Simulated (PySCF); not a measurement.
Species: trimethyl borate, C3H9BO3, net charge 0, singlet state. 
Structure (B3LYP-D3(BJ)/def2-TZVP (Ansatz) minimum search):
```xyz
16

B      0.0000     0.0000     0.0000
O      0.7067     1.1057     0.3787
C      0.2005     2.4109     0.1274
O      0.4986    -1.2472     0.2479
C      1.7523    -1.4105     0.8995
O     -1.2053     0.1415    -0.6266
C     -1.9528    -1.0005    -1.0270
H      0.9290     3.1222     0.5137
H      0.0622     2.5790    -0.9424
H     -0.7567     2.5641     0.6295
H      1.7380    -0.9640     1.8956
H      2.5569    -0.9490     0.3238
H      1.9371    -2.4801     0.9856
H     -1.3907    -1.6076    -1.7392
H     -2.2097    -1.6226    -0.1674
H     -2.8661    -0.6421    -1.4994
```

Dispersion corrections to the total energy (kcal/mol) from the dftd3 and dftd4 libraries through PySCF: D3(BJ) without and D4 with the three-body term, each with the damping fitted for the functional named.

| functional | D3(BJ) | D4 |
|---|---|---|
| B2GP-PLYP | -3.49 | -2.87 |
| B2PLYP | -4.88 | -4.74 |
| BLYP | -13.25 | ? |
| r2SCAN | -1.96 | ? |
| HF | -49.65 | -24.95 |
| BHLYP | -8.19 | -7.37 |
| PW6B95 | ? | -5.72 |

Task: Fill in the missing entries.

Result: 
- BLYP, D4: -14.88
- r2SCAN, D4: -1.87
- PW6B95, D3(BJ): -3.10
